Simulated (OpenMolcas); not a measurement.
Ag⁷⁺.

```json
{
 "Program": "OpenMolcas",
 "Basis": "ANO-RCC-VQZP [8s7p5d3f2g1h]",
 "Scalar Hamiltonian": "DKH2, point nucleus",
 "Active space": "4 electrons in 5 orbitals (4d)",
 "State averaging": "2S+1 = 5 even, 5 roots; 2S+1 = 3 even, 45 roots; 2S+1 = 1 even, 50 roots",
 "Spin-orbit coupling": "RASSI with atomic mean-field integrals over the reference wave functions, term energies averaged over their components"
}
```

Two sets of levels on these reference wave functions, in eV above 4d⁴ ⁵D₀: one from CASSCF and one from MS-CASPT2, IPEA 0.25 Eh, imaginary shift 0.1 Eh (closed shells correlated: 4s 4p).

```tsv
Level	Set 1	Set 2
4d⁴ ⁵D₀	0.0000	0.0000
4d⁴ ⁵D₁	0.1354	0.1488
4d⁴ ⁵D₂	0.344	0.366
4d⁴ ⁵D₃	0.590	0.611
4d⁴ ⁵D₄	0.854	0.869
4d⁴ ³P₀(1)	3.138	2.705
4d⁴ ³H₄ [70 %]	3.274	2.992
4d⁴ ³H₅	3.580	3.331
4d⁴ ³P₁(1)	3.737	3.316
4d⁴ ³H₆	3.798	3.563
4d⁴ ³F₂(1)	3.962	3.546
4d⁴ ³F₄(1) [55 %]	4.080	3.716
4d⁴ ³P₂(1)	4.485	4.023
4d⁴ ³G₄ [62 %]	4.591	4.155
4d⁴ ³G₅	4.804	4.414
4d⁴ ¹I₆	5.380	5.040
```

Q: Which set is which?

A: Set 2 is MS-CASPT2. Its levels of the other terms of 4d⁴ lie at 0.86 to 0.94 of the other set's values, as expected, since terms of lower spin or lower L gain more correlation energy than the Hund ground term. Against 14 measured levels (Atoms 5, 11 (2017), spectra Ag VII to Ag IX) the mean absolute deviation is 500 cm-1 with it and 2700 cm-1 without; single levels miss by up to 910 cm-1 with it.

CASPT2 breaks the degeneracy within a term, and the mean is taken; among the terms shown or strongly mixed into the levels shown the widest spread is 1000 cm-1 (4d⁴ ¹I, MS-CASPT2). Without dynamic correlation excited terms often stand tens of per cent too high (terms of higher spin than the ground term too low), and those without a measured partner can miss by more than the paired ones (holds for CASSCF). The CASPT2 spread within a term exceeds the gap to the next term for 4d⁴ ³D and 4d⁴ ¹I, 4d⁴ ¹I and 4d⁴ ¹G(1), so the order of their levels is uncertain (holds for MS-CASPT2). Computed and measured levels are paired by configuration, term and J; levels that our copy of the source lacks, or whose pairing is in doubt (as where it misses far off the trend of its configuration), stay unpaired and out of the deviations. Levels of configurations outside the active space are missing. Levels that lie high or do not pair safely by name in every column are left out.

A share in square brackets marks a mixed level and gives the weight of the term that names it, the lowest over the columns. A number in round brackets counts repeated terms of one configuration in the order of the reference energies.
